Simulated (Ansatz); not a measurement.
CH4FGaSe (`[CH3][Ga]([F])[SeH]`), relaxed with RKS PBE0-D4/def2-TZVP in the Gaussian-basis code of Ansatz from a GFN2-xTB geometry. The force threshold is 0.005 eV/Å; the program also tests the step.

Charge 0, multiplicity 1.

Start:

```xyz
8

C     0.470   -0.785    1.219
Ga   -0.225    0.284   -0.374
F    -1.741    1.148   -0.033
Se    0.449    0.710   -2.585
H     1.303   -1.425    0.926
H     0.795   -0.095    1.999
H    -0.345   -1.394    1.611
H    -0.706    1.556   -2.763
```

(1) By how much does the energy fall, and how many steps does the optimiser take? (Estimate.)

(2) Which bonds change most? (Best estimate.)

(3) Give the relaxed structure. (Best estimate.)

## Answers

(1) Ansatz gave: 9.40 kJ/mol, in 7 steps, 1 of them rejected.

(2) Ansatz gave: C1–Ga2 from 2.040 to 1.947 Å; Ga2–Se4 from 2.351 to 2.316 Å; Se4–H8 from 1.443 to 1.469 Å; Ga2–F3 from 1.778 to 1.762 Å.

(3) The calculation gave: 
```xyz
8

C     0.457   -0.756    1.156
Ga   -0.293    0.305   -0.294
F    -1.788    1.189    0.007
Se    0.491    0.619   -2.450
H     1.298   -1.358    0.814
H     0.794   -0.090    1.953
H    -0.316   -1.410    1.565
H    -0.644    1.502   -2.751
```
